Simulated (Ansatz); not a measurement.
One change: `C1[CH2][GaH][SiH2]1` becomes `B1CC[SiH2]1`.

Ansatz, PBE0-D4/def2-TZVP geometries, multiplicity 1. 

Scalar relativity is left out up to krypton.

```csv
property,`C1[CH2][GaH][SiH2]1`
HOMO energy (PBE0/def2-TZVPP) / eV,-6.58
LUMO energy (B3LYP/def2-TZVPP) / eV,-2.02
size of the dipole moment (PBE/def2-TZVPP) / D,0.80
HOMO energy (ωB97M-V/def2-TZVPP) / eV,-8.60
HOMO energy (PBE/def2-TZVPP) / eV,-5.57
size of the dipole moment (ωB97M-V/def2-TZVPP) / D,0.71
```

Task: Give the same properties after the change, and the shifts. (Estimate.)

Result: The calculation gave: 
```
                                          property  `B1CC[SiH2]1`  shift
                HOMO energy (PBE0/def2-TZVPP) / eV          -7.35  -0.77
               LUMO energy (B3LYP/def2-TZVPP) / eV          -2.06  -0.04
    size of the dipole moment (PBE/def2-TZVPP) / D           0.94   0.14
             HOMO energy (ωB97M-V/def2-TZVPP) / eV          -9.49  -0.89
                 HOMO energy (PBE/def2-TZVPP) / eV          -6.19  -0.62
size of the dipole moment (ωB97M-V/def2-TZVPP) / D           0.79   0.08
```

With PBE0 the HOMO falls by 0.77 eV and the LUMO falls by 0.10 eV, so the gap widens by about 0.67 eV. PBE moves the HOMO by -0.62 eV and ωB97M-V by -0.89 eV. Dipoles are sizes alone; their direction can turn.

B3LYP here is the variant with VWN-RPA as its local correlation; programs differ in this.
